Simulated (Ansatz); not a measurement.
`N[Si@@H]1C[Si@H]1[SiH3]`, relaxed with RKS PBE0-D4/def2-TZVP in Ansatz 0.2.0 from a PBE-D4/def2-SVP geometry. The force threshold is 0.005 eV/Å; the program also tests the step.

Charge 0, multiplicity 1.

Start:

```xyz
14

N    -1.316   -1.206   -2.424
Si   -0.171   -0.370   -1.406
C     0.446   -1.298    0.116
Si   -0.466    0.308    0.772
Si    0.925    1.846    1.843
H    -1.900   -1.912   -1.965
H    -1.902   -0.633   -3.039
H     0.855    0.336   -2.240
H    -0.050   -2.253    0.378
H     1.538   -1.371    0.272
H    -1.739   -0.039    1.498
H     2.174    1.991    1.011
H     1.335    1.404    3.227
H     0.270    3.198    1.957
```

```json
{"step": "1", "energy (eV)": "-26295.3279", "largest force (eV/Å)": "0.593", "largest move (Å)": "0.000"}
{"step": "2", "energy (eV)": "-26295.3813", "largest force (eV/Å)": "0.208", "largest move (Å)": "0.044"}
{"step": "3", "energy (eV)": "-26295.3888", "largest force (eV/Å)": "0.098", "largest move (Å)": "0.019"}
{"step": "4", "energy (eV)": "-26295.3897", "largest force (eV/Å)": "0.037", "largest move (Å)": "0.012"}
{"step": "5", "energy (eV)": "-26295.3904", "largest force (eV/Å)": "0.022", "largest move (Å)": "0.021"}
{"step": "6 (rejected)", "energy (eV)": "-26295.3883", "largest force (eV/Å)": "0.115", "largest move (Å)": "0.040"}
{"step": "7", "energy (eV)": "-26295.3907", "largest force (eV/Å)": "0.014", "largest move (Å)": "0.020"}
{"step": "8 (rejected)", "energy (eV)": "-26295.3896", "largest force (eV/Å)": "0.090", "largest move (Å)": "0.024"}
{"step": "9", "energy (eV)": "-26295.3908", "largest force (eV/Å)": "0.007", "largest move (Å)": "0.012"}
{"step": "10", "energy (eV)": "-26295.3909", "largest force (eV/Å)": "0.004", "largest move (Å)": "0.006"}
```

End:

```xyz
14

N    -1.323   -1.179   -2.372
Si   -0.179   -0.373   -1.379
C     0.447   -1.298    0.114
Si   -0.446    0.289    0.773
Si    0.923    1.838    1.830
H    -1.936   -1.857   -1.946
H    -1.820   -0.648   -3.071
H     0.827    0.318   -2.219
H    -0.045   -2.234    0.373
H     1.523   -1.373    0.257
H    -1.702   -0.049    1.496
H     2.154    1.999    1.009
H     1.328    1.407    3.197
H     0.249    3.160    1.938
```

It took 49 s on 4 threads of a server CPU on a shared host, with 0.7 GiB of host memory at the peak.
